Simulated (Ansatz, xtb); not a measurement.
Species: CdBr2, net charge -1, doublet state. The spin state was set by rule; other spins were not relaxed. 
Geometry from a B3LYP-D3(BJ)/def2-TZVP (Ansatz, a program for electronic structure) optimisation:
```
Cd
Br 1 2.7000
Br 1 2.7000 2 122.90
```
Charge -1, spin multiplicity 2.

Harmonic wavenumbers from GFN2-xTB (xtb, at its own minimum), cm⁻¹: 38, 116, 129.

Task: Give the harmonic wavenumbers at B3LYP-D3(BJ)/def2-TZVP (Ansatz, finite differences of forces, unscaled).

Result: 40, 143, 164 cm⁻¹. Zero-point energy 0.5 kcal/mol.

Task: From these and the geometry, give the ideal-gas thermochemistry at 298.15 K and 1 atm (rigid rotor, harmonic oscillator).

Result: Point group C2v, rotational symmetry number 2. Rotational constants 4.6, 0.5622, 0.501 GHz. S(trans) 42.70, S(rot) 28.52, S(vib) 10.52, S(elec, spin only) 1.38, S 83.1 cal/(mol K). H(298) - H(0) 3.71 kcal/mol; G - E(el) -20.6 kcal/mol.
